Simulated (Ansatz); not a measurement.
A structure relaxed at PBE0-D4/def2-SVP in Ansatz, charge 0, singlet:

```xyz
6

B     0.437   -0.404    0.623
B    -0.438    0.404   -0.623
F     0.117    1.347   -1.356
F     1.484   -1.158    0.355
F    -1.694    0.108   -0.889
F     0.093   -0.297    1.890
```

(1) Give its formula and point group.

(2) Summarise the bond lengths by kind (pairs closer than 1.2 times the sum of covalent radii, bridged metal pairs left out).

Answers

(1) B2F4. Point group D2 (tolerance 0.1 Å).

(2) 4 × B–F 1.32 Å; 1 × B–B 1.72 Å.

The structure comes from a short search, and lower isomers may exist.
